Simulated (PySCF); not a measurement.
**How methods differ on the ionisation energy of Se**

Se [Ar] 3d10 4s2 4p4 (3P) → Se⁺ [Ar] 3d10 4s2 4p3 (4S), as a difference of total energies. Calculation: PySCF 2.14, in aug-cc-pVDZ-DK (6s5p3d, 36 functions); the spin-free X2C one-electron Hamiltonian (Gaussian nucleus). Correlated levels: valence: [Ar] 3d10 frozen. The calculations carry no spin-orbit coupling.

```
           method  ionisation energy (eV)  error (eV)
              UHF                   8.530      -1.105
           r2SCAN                   9.675      +0.040
            M06-L                   9.550      -0.085
    MP2 (valence)                   9.021      -0.614
SCS-MP2 (valence)                   9.040      -0.595
   CCSD (valence)                   9.064      -0.571
CCSD(T) (valence)                   9.083      -0.552
```

Reference: 9.635 eV (measured; NIST levels, between the centres of gravity of the two terms).

Errors of the correlated levels include the incompleteness of this basis and the frozen core.
